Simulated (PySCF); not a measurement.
Spectroscopy problems

Level of theory: GFN2-xTB structure, PBE0/pcSseg-1 with gauge-including orbitals, in PySCF 2.14 (non-relativistic, no solvent, one computed conformer, fast rotation and ring inversion assumed for equivalent nuclei).

Shifts are taken against calculated references (same method and geometry level): TMS for ¹H and ¹³C. Splittings of carbon signals by F and P are missing where no couplings were computed. Where no couplings were computed, multiplicities follow the n + 1 count of equivalent neighbours, and m marks all less simple cases (inequivalent or close neighbours, rings, F or P nearby). Shifts are as computed. Against solution values, carbons near 30 ppm lie about +3 ppm off and those near 130 ppm about +5 ppm; carbons on Cl a further +6 ppm. Of 1211 compounds with measured shifts, 218 miss one by over three times the rms of a fit or turn the order of signals round; such compounds aren't used in these exercises. Carbons bonded to Cl come out too deshielded.

Problem. C8H11P. ¹H NMR (300 MHz, computed): δ 8.86 (m, 1H), 7.94 (m, 1H), 2.89 (m, 3H), 2.52 (s, 3H), 2.43 (s, 3H). ¹³C{¹H} NMR (computed): δ 176.2, 163.6, 145.9, 143.9, 139.6, 27.8, 26.7, 19.1. Identify the compound.

Solution. `c1(C)c(C)ccpc1C`. 8 carbon signals for 8 carbons: no two carbons are equivalent. Carbon types of the structure: 3 × C, 2 × CH, 3 × CH3, which accounts for all hydrogens. δC 176.2, 145.9, 143.9: substituted aromatic carbon. δC 163.6, 139.6: aromatic CH. δC 27.8, 26.7, 19.1: methyl carbon on an aromatic ring; aliphatic region, no heteroatom directly attached. δH 8.86, 7.94: hydrogen on an aromatic CH; ring-current deshielding.

The shifts were computed for this structure.

Problem. C5H12ClNSi. ¹H NMR (400 MHz, computed): δ 6.03 (m, 1H), 6.01 (m, 1H), 4.52 (t, 2H), 2.58 (s, 6H), 2.24 (m, 2H). ¹³C{¹H} NMR (computed): δ 133.6, 129.0, 41.1, 17.4. Give a structure.

Solution. `C([SiH2]N(C)C)/C=C\Cl`. Rings plus π bonds: 1 (no ring in the answer). 4 carbon signals for 5 carbons: some carbons are equivalent by symmetry or fast rotation. Carbon types of the structure: 2 × CH, 1 × CH2, 2 × CH3, leaving 2 H on heteroatoms. δC 133.6, 129.0: alkene CH; as expected for a trigonal carbon in a double bond. δC 41.1: methyl carbon bonded to N; pulled downfield by the heteroatom. δH 6.03, 6.01: hydrogen on an alkene CH; attached to an sp2 carbon and in the plane of the double bond. δH 2.24: hydrogen on an allylic sp3 CH2 bonded to Si; allylic position.

The data come from this structure; uniqueness wasn't tested.
